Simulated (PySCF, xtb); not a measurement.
2-methylidene-3H-selenophene (C5H6Se), SMILES C=C1CC=C[Se]1. One conformer was computed; it need not be the lowest.

Harmonic wavenumbers (cm⁻¹) from GFN2-xTB (xtb) at its own minimum, in rising order: 79, 291, 342, 389, 401, 515, 591, 652, 703, 724, 844, 856, 906, 931, 1015, 1074, 1126, 1131, 1233, 1275, 1395, 1433, 1635, 1666, 2920, 2947, 3081, 3090, 3102, 3123.

What does PBE-D3(BJ)/def2-SVP (PySCF) give at its own minimum? (Estimate from the structure and the level; the computed values follow.)

49, 293, 359, 409, 431, 530, 610, 628, 639, 745, 815, 869, 884, 899, 967, 1057, 1122, 1129, 1239, 1274, 1361, 1364, 1612, 1643, 2947, 2982, 3077, 3121, 3162, 3176. Paired by order, the mean absolute difference is 26 cm⁻¹ and the zero-point energies are 56.4 and 56.3 kcal/mol.
